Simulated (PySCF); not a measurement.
C2H8O2Si, SMILES CO[Si@@H](C)O. Atoms are numbered in the order given.

```xyz
13

C      1.3242    -0.8366     1.3656
O      1.2842    -0.1067     0.1602
Si    -0.1325     0.3602    -0.5829
C     -1.2685    -1.0789    -0.8883
O     -1.0018     1.4115     0.3782
H      0.7114    -0.3650     2.1567
H      0.9683    -1.8756     1.2298
H      2.3662    -0.8801     1.7196
H      0.3341     1.0208    -1.8323
H     -2.1526    -0.7644    -1.4652
H     -0.7587    -1.8774    -1.4504
H     -1.6291    -1.5030     0.0629
H     -0.5779     2.2566     0.5686
```
Charge 0, spin multiplicity 1.

Coordinates come from a r2SCAN-D4/def2-SVP optimisation. The structure was generated by enumeration; whether it is a known compound was not checked. One conformer was computed; it need not be the lowest.

Computed with CAM-B3LYP/def2-TZVP (PySCF).

Isolated molecule, no solvent.

Computed frontier levels, gap, dipole moment and polarisability:
```json
{
  "highest_occupied_level": "-9.54 eV",
  "lowest_empty_level": "1.61 eV",
  "orbital_gap": "11.15 eV",
  "dipole_moment": "0.64 D",
  "quadrupole, principal values (traceless, Buckingham form, about the centre of nuclear charge)": "-8.41, 2.46, 5.94 D·Å",
  "mean_static_polarisability": "55.1 bohr³ (8.17 Å³)",
  "polarisability_principal_values": "50.8, 55.8, 58.7 bohr³"
}
```
